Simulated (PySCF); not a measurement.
Compound: C₅H₉NOSe.
Structure used (PBE0-D3(BJ)/def2-SVP), in Å, numbered top down from 1:
```
atom  x, y, z in Å
C1     0.6485   -2.5146    0.4099
C2     0.5472   -1.1767    0.5107
N3    -0.5645   -0.5176   -0.0266
C4    -1.1087    0.7203    0.2460
C5    -2.4297    0.9490   -0.4579
O6    -0.6008    1.5529    0.9603
Se7    1.9127   -0.2544    1.4638
C8     2.3302    1.1745    0.2187
H9    -0.1729   -3.1179    0.0087
H10    1.5528   -3.0280    0.7345
H11   -1.1294   -1.1127   -0.6221
H12   -3.1965    0.2540   -0.0811
H13   -2.3366    0.7957   -1.5442
H14   -2.7519    1.9776   -0.2619
H15    3.2560    1.6341    0.5915
H16    2.5095    0.7683   -0.7852
H17    1.5160    1.9092    0.2217
```

Computed with PySCF at CAM-B3LYP/def2-SVPD, non-relativistic, on one gas-phase PBE0-D3(BJ)/def2-SVP geometry that isn't relaxed in the solvent. The solvent is an IEF-PCM continuum (Bondi radii, 1.10 Å for H, scaled by 1.2), and excitations are vertical TDDFT with non-equilibrium linear response and a frozen core. Only the electrostatic response of the medium enters. Spin–orbit coupling is left out although an atom past zinc is present.

Gas-phase singlets (H = HOMO, L = LUMO):

| state | E (eV) | λ (nm) | f | leading configurations |
| --- | --- | --- | --- | --- |
| S1 | 4.483 | 277 | 0.046 | H→L 75%, H→L+2 8% |
| S2 | 4.979 | 249 | 0.021 | H→L+2 44%, H→L+1 19%, H→L 13% |
| S3 | 5.395 | 230 | 0.012 | H→L+1 40%, H→L+3 14%, H→L+2 11% |
| S4 | 5.547 | 224 | 0.021 | H-2→L 36%, H→L+2 14%, H→L+3 9% |
| S5 | 5.871 | 211 | 0.115 | H-1→L 38%, H→L+5 18%, H→L+3 18% |

Q: Give the list for tetrahydrofuran (ε = 7.426), n² = 1.97.

A: 
```json
{"state": "S1", "E (eV)": "4.588", "λ (nm)": "270", "f": "0.074", "leading configurations": "H→L 76%", "change by rank (eV)": "+0.105"}
{"state": "S2", "E (eV)": "5.083", "λ (nm)": "244", "f": "0.047", "leading configurations": "H→L+1 53%, H→L 14%, H→L+2 10%", "change by rank (eV)": "+0.104"}
{"state": "S3", "E (eV)": "5.543", "λ (nm)": "224", "f": "0.017", "leading configurations": "H→L+2 65%, H→L+1 15%", "change by rank (eV)": "+0.148"}
{"state": "S4", "E (eV)": "5.652", "λ (nm)": "219", "f": "0.077", "leading configurations": "H-2→L 42%, H→L+2 8%", "change by rank (eV)": "+0.105"}
{"state": "S5", "E (eV)": "5.822", "λ (nm)": "213", "f": "0.271", "leading configurations": "H-1→L 81%, H→L+5 8%", "change by rank (eV)": "-0.049"}
```

Q: How does the list change in methanol (ε = 32.61)?

A: 
| state | E (eV) | λ (nm) | f | leading configurations | change by rank (eV) |
| --- | --- | --- | --- | --- | --- |
| S1 | 4.626 | 268 | 0.071 | H→L 75%, H→L+1 8% | +0.143 |
| S2 | 5.116 | 242 | 0.048 | H→L+1 58%, H→L 15% | +0.137 |
| S3 | 5.564 | 223 | 0.017 | H→L+2 77%, H→L+1 8% | +0.169 |
| S4 | 5.688 | 218 | 0.085 | H-2→L 42%, H-2→L+5 8% | +0.141 |
| S5 | 5.835 | 212 | 0.248 | H-1→L 78%, H→L+5 9% | -0.036 |

Q: The ground-state energy changes by -0.405 eV from gas to methanol. By how much does the total energy of gas-phase S1 change?

A: E(S1) = E(S0) + excitation energy, so it changes by -0.405 + 0.143 = -0.262 eV: it is lowered less than the ground state, which is what a blue shift means. This is the vertical state, with the slow part of the continuum still set for S0.

Q: How do the frontier levels move from gas to methanol?

A: 
```csv
orbital,gas (eV),solvent (eV),change (eV)
LUMO+2,1.19,1.16,-0.03
LUMO+1,0.85,1.08,+0.23
LUMO,0.47,0.48,+0.01
HOMO,-7.14,-7.30,-0.16
HOMO-1,-8.45,-8.44,+0.01
HOMO-2,-9.32,-9.42,-0.10
HOMO-3,-10.07,-10.17,-0.10
```

The HOMO–LUMO gap goes from 7.61 to 7.78 eV. Rows go by rank; for LUMO+1 and LUMO+2 the atom shares or the degeneracy differ between the runs, so the row needn't follow one orbital.
